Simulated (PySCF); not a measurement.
Species: C4HFNPS.
Atom-mapped SMILES: `[N:1]#[C:2][c:3]1[s:4][cH:5][p:6][c:7]1[F:8]` (hydrogens: H9 on C5)

Cartesian coordinates in Å at the GFN2-xTB level; atoms count from 1:
```xyz
9
C4HFNPS angstrom
N     -3.041   -1.091   -0.110
C     -1.954   -0.727   -0.070
C     -0.625   -0.286   -0.021
S      0.659   -1.434    0.134
C      1.898   -0.257    0.128
P      1.511    1.401   -0.008
C     -0.219    1.024   -0.086
F     -1.118    2.008   -0.208
H      2.902   -0.633    0.213
```

Computed at PBE0/pcSseg-1 (PySCF, non-relativistic), with Q(14N) = 0.02044 b, Q(33S) = −0.0678 b: N1, 14N (I = 1): χzz = -4.721 MHz, η = 0.218; S4, 33S (I = 3/2): χzz = -29.95 MHz, η = 0.588.

Q: Find the zero-field quadrupole resonance frequencies of 14N at N1.

A: From ν± = (3/4)|χ|(1 ± η/3) and ν0 = |χ|η/2: ν+ 3.798 MHz, ν− 3.284 MHz, ν0 0.514 MHz (nitrile nitrogen).

Q: Where would the pure quadrupole (NQR) lines of 33S at S4 fall for the rigid, isolated species?

A: From ν = (|χ|/2)√(1 + η²/3): ν = 15.82 MHz (thiophene-type sulfur).

In a crystal, neighbours and librations shift these lines. GFN2-xTB bond lengths can be off by several hundredths of an ångström, more for odd bonds, and the gradients follow them. The basis is small and wasn't made for field gradients, so the couplings can be 20 % off.

The run behind these numbers computed NMR shieldings as well. Time: 13 s wall. Hardware: x86-64 server, one thread, shared host.
